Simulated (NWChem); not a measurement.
System: Si$_{2}$H$_{6}$O$_{3}$; SMILES O([SiH2]O)[SiH2]O

Input file for NWChem:

```
start job
memory heap 200 mb stack 900 mb global 1100 mb
geometry units angstroms noautosym nocenter noautoz
  O     -1.555674     0.107330    -1.123801
  Si    -1.578061     0.036907     0.546559
  O     -0.042850    -0.395923     1.108260
  Si     1.461999     0.037118     0.528357
  O      1.391435     0.211584    -1.157089
  H     -0.706832     0.465974    -1.460235
  H     -1.930109     1.357770     1.174156
  H     -2.550261    -1.025480     0.945728
  H      2.433026    -1.036881     0.915653
  H      1.859216     1.388706     1.029801
  H      1.438504    -0.629139    -1.647795
end
basis spherical
  O library def2-svp
  Si library def2-svp
  H library def2-svp
end
dft
  xc pbe0
  iterations 150
end
cosmo
  do_cosmo_smd true
  solvent ether
end
task dft energy
```

Excerpt of the output:

```
             Northwest Computational Chemistry Package (NWChem) 7.3.0
             --------------------------------------------------------

                             Geometry "geometry" -> ""
                             -------------------------

 Output coordinates in angstroms (scale by  1.889725989 to convert to a.u.)

  No.       Tag          Charge          X              Y              Z
 ---- ---------------- ---------- -------------- -------------- --------------
    1 O                    8.0000    -1.55567400     0.10733000    -1.12380100
    2 Si                  14.0000    -1.57806100     0.03690700     0.54655900
    3 O                    8.0000    -0.04285000    -0.39592300     1.10826000
    4 Si                  14.0000     1.46199900     0.03711800     0.52835700
    5 O                    8.0000     1.39143500     0.21158400    -1.15708900
    6 H                    1.0000    -0.70683200     0.46597400    -1.46023500
    7 H                    1.0000    -1.93010900     1.35777000     1.17415600
    8 H                    1.0000    -2.55026100    -1.02548000     0.94572800
    9 H                    1.0000     2.43302600    -1.03688100     0.91565300
   10 H                    1.0000     1.85921600     1.38870600     1.02980100
   11 H                    1.0000     1.43850400    -0.62913900    -1.64779500

 Effective nuclear repulsion energy (a.u.)     318.1173192270

                                 NWChem DFT Module
                                 -----------------

 Summary of "ao basis" -> "ao basis" (spherical)
 ------------------------------------------------------------------------------
       Tag                 Description            Shells   Functions and Types
 ---------------- ------------------------------  ------  ---------------------
 O                          def2-svp                 6       14   3s2p1d
 Si                         def2-svp                 8       18   4s3p1d
 H                          def2-svp                 3        5   2s1p

 in cosmo_initialize ...
 calling solv_data for solv:ether

 solvent parameters
 solvname_short: ether
 solvname_long:  diethyl ether
 dielec:        4.2400
 dielecinf:     1.8295
 nonaqueous SMD model solvent descriptors
 dielec:        4.2400
 sola:          0.0000
 solb:          0.4100
 solc:          0.0000
 solg:         23.9600
 solh:          0.0000
 soln:          1.3526

          ---------------
          -cosmo- solvent
          ---------------
 Cosmo: York-Karplus, doi: 10.1021/jp992097l
 dielectric constant -eps-     =   4.24
 screen = (eps-1)/(eps    )    =   0.76415
 surface charge correction     = lagrangian

   van der Waals surface
 --------------------------

[...]

                                COSMO-SMD solvation results
                                ---------------------------

             internal energy in gas <Psi(g)|H|Psi(g)> =      -807.581931702504
         internal energy in solvent <Psi(s)|H|Psi(s)> =      -807.581717813888
                               delta internal energy  =         0.000213888615 (    0.13 kcal/mol)
   total free energy in solvent <Psi(s)|H+V/2|Psi(s)> =      -807.586430533255
 polarization energy contribution <Psi(s)|V/2|Psi(s)> =        -0.004712719367 (   -2.96 kcal/mol)
    total free energy in solvent including G(SMD-CDS) =      -807.589527364791
                       G(SMD-CDS) energy contribution =        -0.003096831536 (   -1.94 kcal/mol)
     1 M fixed-concentration free energy of solvation =        -0.007595662287 (   -4.77 kcal/mol)

                       DFT Final Molecular Orbital Analysis
                       ------------------------------------

 Vector   27  Occ=2.000000D+00  E=-3.430607D-01
              MO Center= -6.1D-02, -1.0D-01, -8.2D-02, r^2= 4.6D+00
   Bfn.  Coefficient  Atom+Function         Bfn.  Coefficient  Atom+Function
  ----- ------------  ---------------      ----- ------------  ---------------
    38      0.310037   3 O  pz                4      0.272921   1 O  px
    41      0.235158   3 O  pz                6      0.221470   1 O  pz
     7      0.201262   1 O  px               94     -0.191417   9 H  s
    69     -0.170439   5 O  py               70      0.171130   5 O  pz
     9      0.151744   1 O  pz               95     -0.142144   9 H  s

 Vector   28  Occ=2.000000D+00  E=-3.311800D-01
              MO Center=  1.1D-01,  9.1D-02,  1.5D-01, r^2= 4.7D+00
   Bfn.  Coefficient  Atom+Function         Bfn.  Coefficient  Atom+Function
  ----- ------------  ---------------      ----- ------------  ---------------
     5      0.359556   1 O  py                8      0.277184   1 O  py
    37     -0.265689   3 O  py               99      0.230249  10 H  s
    40     -0.211171   3 O  py               94     -0.194128   9 H  s
   100      0.182960  10 H  s                55      0.158490   4 Si py
    38     -0.150238   3 O  pz               95     -0.144641   9 H  s

 Vector   29  Occ=2.000000D+00  E=-3.088932D-01
              MO Center= -1.1D+00,  1.8D-01,  5.0D-01, r^2= 4.2D+00
   Bfn.  Coefficient  Atom+Function         Bfn.  Coefficient  Atom+Function
  ----- ------------  ---------------      ----- ------------  ---------------
     5      0.308538   1 O  py               37      0.287551   3 O  py
    84     -0.280243   7 H  s                85     -0.254279   7 H  s
     8      0.230984   1 O  py               40      0.215796   3 O  py
    89      0.211842   8 H  s                90      0.199539   8 H  s
    23     -0.158252   2 Si py               99     -0.125644  10 H  s

 Vector   30  Occ=0.000000D+00  E= 3.327778D-02
              MO Center=  6.9D-01, -4.8D-02,  4.8D-02, r^2= 6.2D+00
   Bfn.  Coefficient  Atom+Function         Bfn.  Coefficient  Atom+Function
  ----- ------------  ---------------      ----- ------------  ---------------
    59      0.734852   4 Si pz               67      0.660608   5 O  s
    35     -0.439245   3 O  s               105     -0.420232  11 H  s
    25      0.338314   2 Si px                3      0.325685   1 O  s
    27      0.285242   2 Si pz               80     -0.212621   6 H  s
    56      0.195220   4 Si pz               26     -0.180438   2 Si py

 Vector   31  Occ=0.000000D+00  E= 4.229267D-02
              MO Center=  1.9D-01, -1.0D-01,  2.0D-01, r^2= 5.4D+00
   Bfn.  Coefficient  Atom+Function         Bfn.  Coefficient  Atom+Function
  ----- ------------  ---------------      ----- ------------  ---------------
    35      0.677973   3 O  s                57      0.640504   4 Si px
    25     -0.551337   2 Si px               67      0.457156   5 O  s
   105     -0.422949  11 H  s                27     -0.280902   2 Si pz
    59      0.257435   4 Si pz               18     -0.226562   2 Si s
    95     -0.200198   9 H  s                72     -0.180382   5 O  py

 Vector   32  Occ=0.000000D+00  E= 5.893011D-02
              MO Center= -7.3D-01,  1.3D-01,  4.5D-01, r^2= 5.3D+00
   Bfn.  Coefficient  Atom+Function         Bfn.  Coefficient  Atom+Function
  ----- ------------  ---------------      ----- ------------  ---------------
    27      0.968190   2 Si pz                3      0.673835   1 O  s
    59     -0.571239   4 Si pz              100      0.310646  10 H  s
    90     -0.227364   8 H  s                58     -0.220914   4 Si py
    57      0.214395   4 Si px               25     -0.203114   2 Si px
     9      0.198170   1 O  pz               24      0.190152   2 Si pz

     Multipole analysis of the density
     ---------------------------------

     L   x y z        total         alpha         beta         nuclear
     -   - - -        -----         -----         ----         -------
     0   0 0 0      0.000000    -29.000000    -29.000000     58.000000

     1   1 0 0      0.726675      2.950406      2.950406     -5.174138
     1   0 1 0     -0.265149     -1.021906     -1.021906      1.778663
     1   0 0 1     -0.141299     -6.330454     -6.330454     12.519609

     2   2 0 0    -34.041035   -234.546179   -234.546179    435.051323
     2   1 1 0     -1.833414     -0.771919     -0.771919     -0.289576
     2   1 0 1     -2.155618      3.222495      3.222495     -8.600609
     2   0 2 0    -33.427595    -31.452332    -31.452332     29.477070
     2   0 1 1      1.961078      8.864544      8.864544    -15.768010
     2   0 0 2    -33.538340   -102.028491   -102.028491    170.518642
```

Level: PBE0/def2-SVP, SMD on the gas-phase geometry. The geometry was optimised at PBE-D3(BJ)/def2-SVP. Solvent: diethyl ether.
